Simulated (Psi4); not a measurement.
Conformational energy of SMILES C(=C)[SiH2]C, singlet. Scanned: dihedral C1–C2–Si3–C4; all other coordinates were relaxed at GFN2-xTB. Points at φ and −φ are mirror images. Heavy atoms are numbered in the order of the SMILES C=C[SiH2]C, hydrogens after them in the order of the atoms that carry them; the mirror image has the same energies with the sign of each dihedral reversed.

Methods: PBE/def2-TZVP // GFN2-xTB (Psi4); PBE-D3(BJ)/def2-TZVP // GFN2-xTB (Psi4); MP2/cc-pVTZ = DF-MP2 (frozen core)/cc-pVTZ // GFN2-xTB (Psi4).

Energies relative to the lowest point of each profile, in kJ/mol; the last columns give the difference from MP2:

```
φ / °  PBE/def2-TZVP  PBE-D3(BJ)/def2-TZVP  MP2/cc-pVTZ  PBE/def2-TZVP − MP2/cc-pVTZ  PBE-D3(BJ)/def2-TZVP − MP2/cc-pVTZ
-----  -------------  --------------------  -----------  ---------------------------  ----------------------------------
-165            4.89                  5.63         5.64                        -0.75                               -0.01
-150            2.86                  3.60         3.50                        -0.65                                0.10
-135            0.91                  1.66         1.47                        -0.57                                0.18
-120            0.06                  0.79         0.57                        -0.52                                0.22
-105            0.70                  1.39         1.12                        -0.42                                0.27
-90             2.44                  3.04         2.81                        -0.37                                0.24
-75             4.41                  4.90         4.71                        -0.30                                0.19
-60             5.37                  5.71         5.59                        -0.22                                0.12
-45             4.66                  4.88         4.81                        -0.15                                0.07
-30             2.77                  2.88         2.82                        -0.05                                0.06
-15             0.83                  0.85         0.82                         0.01                                0.03
0               0.00                  0.00         0.00                         0.00                                0.00
15              0.83                  0.85         0.82                         0.01                                0.03
30              2.77                  2.88         2.82                        -0.05                                0.06
45              4.66                  4.88         4.81                        -0.15                                0.07
60              5.37                  5.71         5.59                        -0.22                                0.12
75              4.41                  4.90         4.71                        -0.30                                0.19
90              2.44                  3.04         2.81                        -0.37                                0.24
105             0.70                  1.39         1.12                        -0.42                                0.27
120             0.06                  0.79         0.57                        -0.52                                0.22
135             0.91                  1.66         1.47                        -0.57                                0.18
150             2.86                  3.60         3.50                        -0.65                                0.10
165             4.89                  5.63         5.64                        -0.75                               -0.01
180             5.77                  6.50         6.57                        -0.80                               -0.07
```

PBE/def2-TZVP is furthest from MP2/cc-pVTZ at 180 (-0.80 kJ/mol, below); its mean absolute difference over the points is 0.37 kJ/mol.

PBE-D3(BJ)/def2-TZVP is furthest from MP2/cc-pVTZ at -105 (0.27 kJ/mol, above); its mean absolute difference over the points is 0.13 kJ/mol.
